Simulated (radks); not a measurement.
The numbers below are computed, except where a source is named.
Ag V, configuration [Ar] 3d10 4s2 4p4 4d7 5p2 (not the ground configuration). Code: a radial shooting solver on a logarithmic mesh with Libxc functionals. Model: Dirac Kohn-Sham, PBE, spin-unpolarised, spherical densities, finite nucleus; open shells fill j = l - 1/2 first; Fermi nuclear charge, rms radius 4.5454 fm.

Unscreened Slater integrals over Kohn-Sham orbitals (cm^-1). Large and small components are both included. Empty in this configuration: 5s1/2.

integral,value
"F0(5p1/2,5p1/2)",85973
"F0(5p1/2,4d5/2)",104870
"G3(5p1/2,4d5/2)",11304
"F0(5p1/2,4d3/2)",105010
"G1(5p1/2,4d3/2)",11948
"F0(5p1/2,4p3/2)",107290
"G2(5p1/2,4p3/2)",7957.7
"F0(5p1/2,5s1/2)",90269
"G1(5p1/2,5s1/2)",61485
"F0(4d5/2,4d5/2)",174910
"F2(4d5/2,4d5/2)",89292
"F4(4d5/2,4d5/2)",59359
"F0(4d5/2,4d3/2)",175640
"F2(4d5/2,4d3/2)",89643
"G2(4d5/2,4d3/2)",89587
"G4(4d5/2,4d3/2)",59558
"F0(4d5/2,4p3/2)",188150
"F2(4d5/2,4p3/2)",95875
"G1(4d5/2,4p3/2)",121680
"G3(4d5/2,4p3/2)",75422
"F0(4d5/2,5s1/2)",114440
"G2(4d5/2,5s1/2)",16986
"F0(4d3/2,4d3/2)",176390
"F2(4d3/2,4d3/2)",90012
"F0(4d3/2,4p3/2)",189080
"F2(4d3/2,4p3/2)",96512
"G1(4d3/2,4p3/2)",122610
"G3(4d3/2,4p3/2)",76030
"F0(4d3/2,5s1/2)",114610
"G2(4d3/2,5s1/2)",16619
"F0(4p3/2,4p3/2)",205120
"F2(4p3/2,4p3/2)",108170
"F0(4p3/2,5s1/2)",117470
"G1(4p3/2,5s1/2)",9720.3
"F0(5s1/2,5s1/2)",95566
